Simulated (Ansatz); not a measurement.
Cost and result for the atomization energy of C2H9GaSi (`[CH3][Ga]([CH3])[SiH3]`) (13 atoms, 12 bonds).

```xyz
13

C     0.5932    1.7050   -1.0090
Ga   -0.0786    0.0485   -0.1692
C    -1.1299   -1.2541   -1.2165
Si    0.4762   -0.4184    2.1461
H     0.3201    2.5768   -0.4086
H     1.6866    1.6821   -1.0501
H     0.2133    1.8419   -2.0228
H    -0.4540   -2.0272   -1.5985
H    -1.8819   -1.7576   -0.6061
H    -1.6169   -0.7875   -2.0751
H     0.6521    0.8181    2.9613
H     1.7671   -1.1669    2.2182
H    -0.5470   -1.2606    2.8302
```

The species carries charge 0 and has multiplicity 1. Correlated methods include outer-core shells of Ga, which these sets cover unevenly. Scalar relativity is left out up to krypton. Geometry: relaxed with PBE0-D4/def2-TZVP. Program: Ansatz. All runs use 4 threads of an Arm Neoverse V1 on a shared host. Times are those of one run each, without the atoms' runs, and a repeat can differ threefold. Electronic energies, without spin–orbit coupling; frozen cores. CCSD(T)/CBS adds CCSD(T) − MP2 in def2-TZVPP to the MP2 limit, and its time is that of the two runs behind it. T1 = 0.012. With those shells the extrapolation isn't a true limit. B3LYP takes the VWN-RPA correlation (the form of Gaussian; ORCA's B3LYP/G).

CCSD(T)/CBS is a level of theory with its own doubt, some kJ/mol a heavy atom from the limit and from the frozen cores, so smaller differences don't rank the functionals.

```csv
level,functions,wall time,atomization (kJ/mol),difference from CCSD(T)/CBS,per bond
revPBE-D4/def2-TZVPP,278,2.9 s,4195.2,-80.0,-6.7
PBE-D4/def2-TZVPP (with forces),278,3.5 s,4269.8,-5.4,-0.4
BHLYP-D4/def2-TZVPP,278,4.6 s,4197.0,-78.2,-6.5
PBE0-D4/def2-TZVPP,278,4.6 s,4251.4,-23.8,-2.0
r2SCAN-D4/def2-TZVPP (with forces),278,6.5 s,4273.1,-2.1,-0.2
B3LYP-D4/def2-TZVPP (with forces),278,7.5 s,4253.8,-21.4,-1.8
B2PLYP/def2-TZVPP,278,8 s,4212.1,-63.1,-5.3
PBE-QIDH/def2-TZVPP,278,8.5 s,4245.6,-29.6,-2.5
CCSD(T)/def2-SVP,123,11 s,4057.4,-217.8,-18.1
ωB97X-V/def2-TZVPP,278,12 s,4280.8,5.6,0.5
MP2/def2-QZVPP,543,38 s,4235.2,-40.0,-3.3
CCSD(T)/def2-TZVPP,278,5.3 min,4193.7,-81.5,-6.8
CCSD(T)/CBS(def2),–,5.9 min,4275.2,0.0,0.0
```

From r2SCAN to r2SCAN0 (25 % exact exchange), in def2-TZVPP and without D4, the atomization energy moves by −27.7 kJ/mol: exact exchange takes away binding that semilocal exchange gives to molecules. In def2-TZVPP, CCSD(T) changes the Hartree–Fock value by +946.5 kJ/mol (the triples alone add +41.2 kJ/mol) and MP2 by +940.4 kJ/mol; breaking electron pairs costs correlation energy, which Hartree–Fock lacks. The D4 term adds +39.3 kJ/mol with B3LYP and +21.0 kJ/mol with PBE0; it sums over pairs of atoms, weighted by their polarisabilities, and B3LYP, whose exchange is more repulsive, gets the larger term.
